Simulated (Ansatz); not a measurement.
This geometry of CH10N2OSi2 (16 atoms, charge 0, multiplicity 1) is a first-order saddle point.

These are results of RKS B3LYP-D4/def2-SVP in Ansatz 0.2.0, not measurements.

```xyz
16
Properties=species:S:1:pos:R:3
N 2.396 -1.240 -1.114
C 1.922 -0.040 -0.471
Si 0.296 -0.445 0.411
O -0.663 -1.321 -0.661
Si -1.176 1.349 0.861
N -2.707 0.599 0.374
H 1.749 -1.824 -1.622
H 3.345 -1.557 -1.002
H 2.644 0.289 0.298
H 1.801 0.828 -1.158
H 0.605 -1.273 1.619
H -1.545 -0.914 -0.740
H -1.159 1.923 2.247
H -0.980 2.488 -0.088
H -3.461 1.217 0.081
H -3.091 -0.102 1.007
```

Problem. Which two structures does it join? (They come from a converged band through this point; their orientation in space is the band's.)

Solution. No bond is made or broken. The height of N1 over the plane of its neighbours goes from -0.40 to 0.38 Å.

Image 0:

```xyz
16
Properties=species:S:1:pos:R:3
N 2.554 -1.123 -1.225
C 1.941 0.045 -0.572
Si 0.349 -0.406 0.356
O -0.606 -1.293 -0.711
Si -1.175 1.312 0.906
N -2.691 0.505 0.470
H 1.858 -1.589 -1.810
H 2.832 -1.813 -0.525
H 2.676 0.516 0.104
H 1.716 0.805 -1.341
H 0.726 -1.257 1.533
H -1.514 -0.939 -0.731
H -1.122 1.862 2.301
H -1.063 2.472 -0.030
H -3.480 1.094 0.209
H -3.023 -0.215 1.110
```

Image 8:

```xyz
16
Properties=species:S:1:pos:R:3
N 2.471 -1.308 -0.968
C 1.901 -0.079 -0.417
Si 0.279 -0.514 0.451
O -0.680 -1.371 -0.635
Si -1.158 1.310 0.876
N -2.699 0.575 0.400
H 1.826 -1.718 -1.644
H 3.341 -1.123 -1.467
H 2.586 0.340 0.343
H 1.720 0.737 -1.153
H 0.569 -1.336 1.664
H -1.562 -0.965 -0.705
H -1.136 1.904 2.254
H -0.941 2.429 -0.090
H -3.440 1.200 0.089
H -3.099 -0.104 1.046
```

Problem. How far does it lie above each of them?

Solution. 0.198 eV above the first and 0.192 eV above the second. This is the barrier of this one path; another mechanism may lie lower.

Time of the run: 8.9 min on 2 threads of Intel(R) Xeon(R) Platinum 8259CL CPU @ 2.50GHz (Skylake/Cascade Lake), with other jobs on the host, peak memory 0.44 GiB.
